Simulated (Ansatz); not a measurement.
`C[BH][AlH][AlH2]`, relaxed with RKS PBE0-D4/def2-TZVP in Ansatz from a PBE-D4/def2-SVP geometry. The force threshold is 0.005 eV/Å; the program also tests the step.

Total charge 0; spin multiplicity 1.

Start:

```xyz
11

C    -1.072   -0.796   -1.783
B    -0.185   -1.150   -0.541
Al    1.283    0.046    0.418
Al    0.710    1.764    2.275
H    -2.075   -0.560   -1.342
H    -0.777    0.072   -2.403
H    -1.264   -1.676   -2.436
H    -0.442   -2.221    0.005
H     2.845   -0.142    0.037
H     0.619    1.359    3.835
H     0.357    3.304    1.935
```

**Question.** By how much does the energy fall, and how many steps does the optimiser take? (Estimate.)

**Answer.** The calculation gave: 0.03 eV, in 11 steps, 1 of them rejected.

**Question.** Which bonds change most? (Best estimate.)

**Answer.** Computed: B2–H8 from 1.229 to 1.208 Å; Al4–H11 from 1.616 to 1.598 Å; C1–H7 from 1.112 to 1.095 Å; Al4–H10 from 1.614 to 1.597 Å.

**Question.** Give the relaxed structure. (An estimate is asked.)

**Answer.** Ansatz gave: 
```xyz
11

C    -1.065   -0.797   -1.771
B    -0.193   -1.170   -0.533
Al    1.264    0.039    0.427
Al    0.699    1.768    2.274
H    -2.052   -0.548   -1.345
H    -0.749    0.061   -2.366
H    -1.255   -1.649   -2.430
H    -0.446   -2.238   -0.027
H     2.804   -0.136    0.017
H     0.643    1.381    3.823
H     0.350    3.289    1.930
```
